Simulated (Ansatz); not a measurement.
Total energies of C2H9AlOSi, SMILES `C[SiH](C)[AlH][OH]`.

```xyz
14

C     1.010   -0.135   -1.549
Si   -0.152   -0.628   -0.155
C     0.817   -1.415    1.257
Al   -1.518    1.264    0.610
O    -1.463    2.663   -0.361
H     1.733    0.611   -1.208
H     0.457    0.299   -2.385
H     1.565   -1.003   -1.918
H    -1.093   -1.670   -0.681
H     1.367   -2.291    0.903
H     0.154   -1.737    2.064
H     1.541   -0.712    1.678
H    -2.447    1.305    1.907
H    -1.970    3.449   -0.161
```

Charge 0, multiplicity 1. All single points use the PBE0-D4/def2-TZVP geometry. It is one conformer, not always the lowest. Basis def2-TZVPP, Ansatz 0.2.0.

RPA on PBE orbitals: Hartree–Fock energy of these orbitals -686.78317 Eh, correlation -1.38251 Eh (frozen core).

```tsv
functional	energy without D4 (Eh)	D4 term (kJ/mol)
LDA (SPW92)	-685.37871	–
revPBE	-688.75936	-75.7
BLYP	-688.85666	-57.9
r2SCAN	-688.78296	-7.0
B97M-V	-688.77629	–
PBE0	-688.50563	-23.3
B3LYP	-688.98062	-43.5
r2SCANh	-688.77249	-7.5
r2SCAN0	-688.75791	-8.3
HSE06 (plane-wave form)	-688.48390	-21.9
CAM-B3LYP	-688.86407	-24.0
ωB97X-V	-688.79256	–
B2PLYP	-688.55885	–
PBE-QIDH	-688.31345	–
```

(1) Give the same for PBE, BHLYP, LC-ωPBE, ωB97M-V. (Estimate.)

B3LYP takes the VWN-RPA correlation (the form of Gaussian; ORCA's B3LYP/G). HSE06 is the plane-wave form, built on full-range PBE exchange. The double hybrids freeze the cores in their second-order part.

Results:

(1) Ansatz gave: 
```tsv
functional	energy without D4 (Eh)	D4 term (kJ/mol)
PBE	-688.43448	-27.1
BHLYP	-688.83806	-35.1
LC-ωPBE	-688.66283	–
ωB97M-V	-688.80524	–
```

LC-ωPBE has ω = 0.4 bohr⁻¹.
